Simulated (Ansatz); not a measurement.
Breaking the Ge1–Cl3 bond in ClFGeH2 (SMILES [F][GeH2][Cl]) (multiplicity 1 held, fragments rigid). Energies count from the point at 2.151 Å.
Geometry at that point (charge 0, multiplicity 1):
```xyz
5

Ge    -0.487    -0.288     0.042
F     -1.170     1.314     0.034
Cl     1.644    -0.041    -0.108
H     -0.826    -0.911     1.396
H     -0.999    -0.997    -1.212
```

Signs of static correlation in def2-TZVPP, from Ansatz (an electronic-structure program) runs.

| R (Å) | T1 of restricted CCSD | ⟨S²⟩ of UHF | largest double amplitude of restricted CCSD |
|---|---|---|---|
| 1.721 | 0.010 | 0.000 | 0.020 |
| 1.936 | 0.010 | 0.000 | 0.021 |
| 2.151 | 0.011 | 0.000 | 0.023 |
| 2.366 | 0.011 | 0.000 | 0.051 |
| 2.581 | 0.013 | 0.000 | 0.076 |
| 2.904 | 0.016 | 0.029 | 0.115 |
| 3.226 | 0.023 | 0.657 | 0.159 |
| 3.764 | 0.046 | 0.941 | [?] |
| 4.302 | 0.082 | 0.998 | [?] |
| 4.947 | 0.122 | 1.012 | 0.752 |
| 5.807 | 0.143 | 1.014 | 0.980 |
| 6.882 | 0.143 | 1.014 | 1.042 |

Problem. Fill in the missing entries.

Solution. 
- 3.764, largest double amplitude of restricted CCSD: 0.267
- 4.302, largest double amplitude of restricted CCSD: 0.463

Doubts at one or more of the structures used: a restricted determinant that unrestricted orbitals would lower (R-CCSD(T)/def2-TZVPP); other coupled-cluster roots lie near (R-CCSD(T)/def2-TZVPP); T1 above 0.05 (R-CCSD(T)/def2-TZVPP, U-CCSD(T)/def2-TZVPP); a spin-contaminated determinant (U-CCSD(T)/def2-TZVPP); the program's own flag: other amplitudes (U-CCSD(T)/def2-TZVPP).
